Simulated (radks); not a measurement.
Values are calculated unless marked as measured or tabulated.
Problem. Ionisation of neutral erbium, [Xe] 4f12 6s2, to Er+, [Xe] 4f12 6s1, under several functionals. Dirac Kohn-Sham, spin-unpolarised, spherical densities, point nucleus; open shells are shared between the two j in proportion to 2j + 1; a radial shooting solver on a logarithmic mesh with Libxc functionals. The NIST Atomic Spectra Database gives 6.108 eV (measured). Rank these functionals by the error of their Delta-SCF ionisation energy: SOGGA; LDA (Slater exchange, Perdew-Wang correlation); AM05; HCTH/407; exchange-only PBE; OLYP.

Solution. From best to worst: OLYP 6.010 eV (-0.098); SOGGA 6.288 eV (+0.181); HCTH/407 6.324 eV (+0.216); AM05 6.341 eV (+0.233); exchange-only PBE 5.831 eV (-0.276); LDA (Slater exchange, Perdew-Wang correlation) 6.602 eV (+0.495). Spin polarisation and multiplet splitting are left out, so open shells lie too high by an amount that depends on their filling. Sharing an open shell by 2j + 1 raises it above the true ground level by a part of the spin-orbit splitting, which enters the differences from NIST.

Beside tabulated values, note that spin-unpolarised runs miss the spin-polarisation part of the exchange energy of open shells.
